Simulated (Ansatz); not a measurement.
Relaxation of BrClFGeH3 (7 atoms, charge 0, multiplicity 1), to a largest force component of 0.03 eV/Å in at most 50 steps.

These are results of Ansatz, RKS B3LYP/def2-SVP, not measurements.

```xyz
7
Properties=species:S:1:pos:R:3:forces:R:3
Ge 0.249 0.041 -0.013 0.27 -0.05 0.29
Cl 0.441 -0.021 2.187 -0.07 0.00 -0.38
H 1.676 0.009 -0.573 0.01 0.02 0.00
H -0.652 1.208 -0.408 0.02 -0.01 0.00
F -0.489 -1.456 -0.495 -0.01 0.01 0.01
Br -3.177 0.186 1.113 0.74 -0.24 1.09
H -2.127 -0.073 2.155 -0.96 0.26 -1.01
```

Where does it end, and by what steps?

The forces met the threshold. The force dipped under the threshold on the way, but the program's further checks kept it going. After 17 steps the energy has fallen by 0.138 eV; Br6 moved furthest, 0.83 Å.

```tsv
step	energy less start (eV)	largest force component (eV/Å)	accepted
0	0.0000	1.088	yes
1	-0.0984	0.284	yes
2	-0.1119	0.077	yes
3	-0.1193	0.246	yes
4	-0.1234	0.286	yes
5	-0.1295	0.028	yes
6	-0.1312	0.191	yes
7	-0.1327	0.076	yes
8	-0.1333	0.129	yes
9	-0.1328	0.159	no
10	-0.1353	0.030	yes
11	-0.1359	0.004	yes
12	-0.1364	0.111	yes
13	-0.1369	0.042	yes
14	-0.1372	0.017	yes
15	-0.1375	0.045	yes
16	-0.1376	0.037	yes
17	-0.1377	0.017	yes
```

```xyz
7
Properties=species:S:1:pos:R:3
Ge 0.380 -0.063 -0.111
Cl 0.231 -0.380 2.037
H 1.812 0.380 -0.423
H -0.776 0.842 -0.544
F 0.143 -1.619 -0.853
Br -3.584 0.584 1.719
H -2.284 0.149 2.140
```

Whether the end is a true minimum wasn't checked by a vibrational analysis.

Time of the run: 27 s on 4 threads of Intel(R) Xeon(R) Platinum 8488C (Sapphire Rapids), on a shared host, peak memory 0.31 GiB.
